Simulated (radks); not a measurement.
Results of a calculation; reference values are marked as such.
Mean orbital radii <r> (bohr) of neutral calcium, [Ar] 4s2, at several levels of relativity; Dirac values are averaged over j with weights 2j + 1. Spin-unpolarised spherical Kohn-Sham, BLYP, point nucleus unless stated (finite: rms radius 3.4776 fm), a radial shooting solver on a logarithmic mesh with Libxc functionals. A level marked "c x" has the speed of light scaled by that factor.

| shell | non-rel. | Dirac | Dirac, finite nucleus | Dirac, c x 1.25 | change of magnitude, last against first (%) |
|---|---|---|---|---|---|
| 1s | 0.07737 | 0.07684 | 0.07684 | 0.07703 | -0.44 |
| 2s | 0.3670 | 0.3644 | 0.3644 | 0.3653 | -0.45 |
| 2p | 0.3287 | 0.3278 | 0.3278 | 0.3281 | -0.17 |
| 3s | 1.163 | 1.156 | 1.156 | 1.159 | -0.35 |
| 3p | 1.274 | 1.273 | 1.273 | 1.273 | -0.06 |
| 4s | 4.012 | 3.997 | 3.997 | 4.002 | -0.24 |
| 3d (empty) | 2.320 | 2.367 | 2.367 | 2.350 | +1.30 |
| 4p (empty) | 5.560 | 5.574 | 5.574 | 5.569 | +0.16 |
